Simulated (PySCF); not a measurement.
C$_{6}$H$_{11}$O$_{2}$, doublet, geometry from GFN2-xTB. Base run: M062X/STO-3G (PySCF).

The PySCF input:
```python
from pyscf import gto, scf, dft

mol = gto.M(
    atom='''
C    -3.580568    0.403530   -0.597583
C    -2.558550    0.055404    0.410540
C    -1.224566   -0.447016    0.030762
C    -0.229998    0.710663   -0.235432
O     1.030538    0.219446   -0.676615
C     1.905537   -0.165098    0.261313
C     3.158212   -0.712735   -0.371203
O     1.704733   -0.082637    1.443842
H    -4.577025    0.115080   -0.257821
H    -3.375625   -0.084034   -1.548442
H    -3.617501    1.486034   -0.774803
H    -2.722674    0.357627    1.430684
H    -0.799360   -1.056372    0.832452
H    -1.281437   -1.047024   -0.881463
H    -0.093218    1.295255    0.679323
H    -0.595440    1.349104   -1.041302
H     3.994669   -0.591367    0.310258
H     3.013878   -1.774655   -0.561985
H     3.351165   -0.212603   -1.315100
''',
    basis='sto-3g',
    charge=0,
    spin=1,
    verbose=4,
)

mf = dft.UKS(mol)
mf.xc = 'm062x'
mf.kernel()
```

The base run was repeated with changes; each row names its change, and settings that it needs were set with it.

| change | ΔE vs base (µEh) | fitting functions | dipole (D) |
|---|---|---|---|
| base | 0.0 | - | 1.23 |
| auxbasis = autoaux | -5676 | 605 | 1.24 |
| auxbasis = def2-tzvp-ri | -1421 | 773 | 1.23 |
| auxbasis = default (with mf = mf.density_fit()) | -1686 | 802 | 1.23 |
| auxbasis = even-tempered beta=1.6 | -5266 | 637 | 1.24 |
| auxbasis = cc-pvtz-ri | -1589 | 978 | 1.23 |
| auxbasis = cc-pvqz-jkfit | -168 | 1409 | 1.23 |
| auxbasis = even-tempered beta=2.0 | -5557 | 455 | 1.24 |
| auxbasis = cc-pvtz-jkfit | -187 | 962 | 1.23 |
| auxbasis = def2-universal-jfit | 127 | 513 | 1.23 |

A fitting set is made for a task (jfit for Coulomb, jkfit for Coulomb and exchange, ri for correlation) and for a family of orbital bases.

Open shells are given as the SCF converged; they aren't shown to be the lowest states, and a large step between rows can be another state.
